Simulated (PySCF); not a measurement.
A geometry optimisation on `Oc1cccc(C(F)(F)F)c1` (3-(trifluoromethyl)phenol).

Method: PBE0-D3(BJ)/def2-SVP geometry optimisation, gas phase (PySCF 2.14.0). Start geometry: GFN2-xTB. The input is one job of a driver script: a line of settings, then coordinates in Å.

Input:
```
{"job": {"xc": "PBE0", "basis": "def2-SVP", "d3": "d3bj", "grid": 1, "kind": "geom"}, "charge": 0, "multiplicity": 1}
O     -2.414367    -1.633624     0.368616
C     -1.473243    -0.680476     0.190471
C     -1.889475     0.644254     0.063741
C     -0.962005     1.648720    -0.123233
C      0.391571     1.358198    -0.183813
C      0.801844     0.040578    -0.049182
C      2.262579    -0.297080    -0.134253
F      3.053522     0.688777     0.313984
F      2.586308    -1.394577     0.569814
F      2.653839    -0.542649    -1.401855
C     -0.117886    -0.982691     0.131077
H     -2.004050    -2.504171     0.445701
H     -2.944724     0.857770     0.115868
H     -1.292513     2.670626    -0.223125
H      1.120404     2.139869    -0.326436
H      0.220597    -2.004578     0.231213
```

Output:
```
step   0  E = -643.38348533  max force = 0.017130
step   1  E = -643.38469850  max force = 0.006984
step   2  E = -643.38477412  max force = 0.001796
step   3  E = -643.38481302  max force = 0.000847
step   4  E = -643.38480658  max force = 0.001295
step   5  E = -643.38481695  max force = 0.000683
step   6  E = -643.38482184  max force = 0.000224
optimisation converged
```

Energies in Eh; «max force» is the largest Cartesian gradient component in Eh/bohr.

Q: Give the first gradient maximum in eV/Å.

A: With 1 Eh/bohr = 51.422 eV/Å, 0.881 eV/Å.

Q: How much energy does the optimisation release, in kcal/mol?

A: E(step 0) − E(last step) = 0.001337 Eh, which is 0.8 kcal/mol.

Summary of the converged run: final energy -643.38482 Eh after 6 steps; dipole 1.83 D.

Q: Where do the atoms end?

A: 0.098 Å rms from the input after alignment:
```
atom  x, y, z in Å
O1    -2.4270   -1.6330    0.3417
C2    -1.4807   -0.6890    0.1778
C3    -1.8968    0.6423    0.0691
C4    -0.9551    1.6515   -0.0954
C5     0.4064    1.3580   -0.1533
C6     0.8146    0.0290   -0.0466
C7     2.2781   -0.3038   -0.1482
F8     3.0289    0.5730    0.5248
F9     2.5508   -1.5215    0.3331
F10    2.6986   -0.2816   -1.4183
C11   -0.1179   -0.9934    0.1188
H12   -2.0113   -2.4996    0.4044
H13   -2.9648    0.8617    0.1208
H14   -1.2895    2.6883   -0.1758
H15    1.1446    2.1521   -0.2739
H16    0.2212   -2.0284    0.2098
```

Q: Estimate the wall time. Hardware: an Arm Neoverse V2 with one thread, shared host.

A: About 1.8 min.
Labels such as C1 count atoms from 1, the log's own numbers from 0.
